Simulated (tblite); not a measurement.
C₆H₁₁NOSi.
Structure used (GFN2-xTB), in Å, numbered top down from 1:
```
atom  x, y, z in Å
C1    -2.1500    1.3359   -0.0649
C2    -1.2870    0.3939    0.7772
C3     0.1692    0.6539    0.5281
C4     0.9479   -0.3349    0.0973
C5     2.4112   -0.2215   -0.1351
N6     2.8474    1.0060   -0.5221
O7     3.1780   -1.1527    0.0050
C8     0.3366   -1.6969   -0.0854
Si9   -1.4952   -1.4720    0.3782
H10   -1.9370    2.3778    0.1737
H11   -3.2052    1.1521    0.1231
H12   -1.9588    1.1825   -1.1250
H13   -1.4984    0.6100    1.8301
H14    0.5405    1.6511    0.7257
H15    3.8314    1.1364   -0.6862
H16    2.2200    1.7694   -0.6926
H17    0.4948   -2.0360   -1.1103
H18    0.8707   -2.4076    0.5459
H19   -2.4069   -1.6907   -0.7483
H20   -1.9145   -2.2460    1.5486
```

Level: GFN2-xTB in tblite, geometry and Hessian alike; calculated harmonic values, unscaled, isolated species. The method is semi-empirical: single wavenumbers can be off by several per cent or more. Modes of hydrogen on silicon can be 10 to 20 % off. One conformer, not necessarily the lowest.

Harmonic wavenumbers (cm⁻¹): 34.3, 52.4, 97.4, 167.7, 222.9, 243.7, 261.2, 273.3, 329.2, 422.4, 448.0, 483.8, 503.8, 541.3, 548.1, 590.1, 644.7, 677.9, 684.8, 760.5, 773.0, 781.6, 842.9, 861.6, 960.8, 1003.7, 1021.1, 1073.2, 1095.6, 1096.8, 1106.4, 1212.1, 1231.6, 1268.1, 1285.7, 1306.9, 1410.8, 1446.8, 1455.2, 1505.4, 1508.7, 1690.2, 1729.3, 2246.5, 2257.5, 2915.6, 2968.1, 2996.8, 3001.8, 3026.3, 3034.6, 3044.7, 3476.5, 3557.3.

A = 2499, B = 909.1, C = 702.7 MHz; mass 141.061 u (most abundant isotopes); point group C1, symmetry number 1.

Problem. Zero-point energy?

Solution. Half the sum of the wavenumbers: 34090 cm⁻¹ = 97.47 kcal/mol.

Problem. Give the ideal-gas entropy at 350 K and 1 bar in the rigid-rotor, harmonic-oscillator model (classical rotation).

Solution. Translation 41.57, rotation 30.17, vibration 37.94: S = 109.7 cal/(mol K).

Problem. And Cp and H(350 K) − H(0)?

Solution. Cp = 48.36 cal/(mol K), of which vibrations give 40.41 (their classical limit is 54 R = 107.3); H(350 K) − H(0) = 9.77 kcal/mol without the zero-point energy, 6.99 from vibrations.

Problem. What must be added to the electronic energy to get the Gibbs energy at 350 K and 1 bar?

Solution. ZPE + [H(350 K) − H(0)] − T·S = 97.47 + 9.77 − 38.39 = 68.85 kcal/mol.

Problem. Blend soft modes into free rotors: weight 1/[1 + (100 cm⁻¹/ν̃)⁴] for the oscillator and the rest for a rotor with moment μB/(μ + B), μ = h/(8π²ν), B = 10⁻⁴⁴ kg m². What vibrational entropy results?

Solution. 34.45 cal/(mol K) in place of 37.94, which changes −T·S at 350 K by +1.22 kcal/mol.

Problem. Which modes carry the vibrational entropy at 350 K?

Solution. 34.3 cm⁻¹: 5.88; 52.4 cm⁻¹: 5.04; 97.4 cm⁻¹: 3.82; 167.7 cm⁻¹: 2.77; 222.9 cm⁻¹: 2.23; 243.7 cm⁻¹: 2.06 cal/(mol K); the other 48 give 16.14 together.

Problem. How do the functions run with temperature in this model?

Solution. 
| T (K) | S (cal/(mol K)) | Cp (cal/(mol K)) | H − H(0) (kcal/mol) | G − H(0) (kcal/mol) | ln q(vib) |
| --- | --- | --- | --- | --- | --- |
| 100 | 71.2 | 18.8 | 1.32 | -5.80 | 2.09 |
| 200 | 87.8 | 30.9 | 3.80 | -13.77 | 4.80 |
| 300 | 102.6 | 42.8 | 7.49 | -23.31 | 7.62 |
| 500 | 129.4 | 62.2 | 18.12 | -46.57 | 13.35 |
| 800 | 162.9 | 80.2 | 39.74 | -90.60 | 21.58 |
| 1000 | 181.7 | 88.0 | 56.60 | -125.10 | 26.66 |

q(vib) and H(0) count from the zero-point level.

Hindered rotation and anharmonicity are outside this model. Other conformers, if any are populated, would add a mixing term that is left out. The structure is chiral; the term R ln 2 for an equal mix with its mirror image is left out.
